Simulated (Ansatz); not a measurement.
`CBNCF` + `O=CCO` → `O=CCOCF` + `CBN`  (substitution at a C–N bond)

Calculated with Ansatz (gas phase, PBE0-D4/def2-TZVP geometries, no zero-point term in ΔE). CCSD(T)/CBS adds triple-zeta CCSD(T) − MP2 to the extrapolated MP2 energy (def2 sets, frozen cores). DFT in def2-TZVPP. B3LYP here is the variant with VWN-RPA as its local correlation; programs differ in this. Each species was taken in one conformer, which may not be the lowest.

**Question.** Is it downhill or uphill in electronic energy at CCSD(T)/CBS, and by how much? (Estimate.)

**Answer.** The calculation gave: Uphill: ΔE = +3.2 kcal/mol.

**Question.** What do these levels give: PBE-D4, r2SCAN-D4, B3LYP, HF/def2-TZVPP, MP2/def2-TZVPP, HF/def2-QZVPP? (Best estimate.)

**Answer.** Ansatz gave: PBE-D4 3.8, r2SCAN-D4 2.8, B3LYP 3.0, HF/def2-TZVPP 1.7, MP2/def2-TZVPP 3.3, HF/def2-QZVPP 1.7 kcal/mol.

Largest T1 diagnostic among the species: 0.014.

In def2-TZVPP, CCSD(T) changes the Hartree–Fock value by +1.1 kcal/mol (the triples alone add +0.0 kcal/mol) and MP2 by +1.6 kcal/mol.
